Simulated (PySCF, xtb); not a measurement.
Nb(S)(F)(NH2)2 (FH4N2NbS), SMILES [S]=[Nb]([NH2])([NH2])[F], multiplicity 1.

GFN2-xTB in xtb at its own geometry gives an orbital gap of 2.34 eV and a dipole moment of 6.10 D.

Coordinates come from a r2SCAN-D4/def2-SVP optimisation. The spin state was assumed, not searched. The structure was generated by enumeration; whether it is a known compound was not checked. The def2 effective core potentials stand for the cores of Nb; spin–orbit coupling is left out. Other conformers were not sampled.

Problem. What does PBE/def2-TZVP (PySCF) give? (The exact figures need the calculation; the answer reports its results.)

Solution. gap 3.79 eV (levels -6.37 and -2.57 eV), dipole 4.21 D.
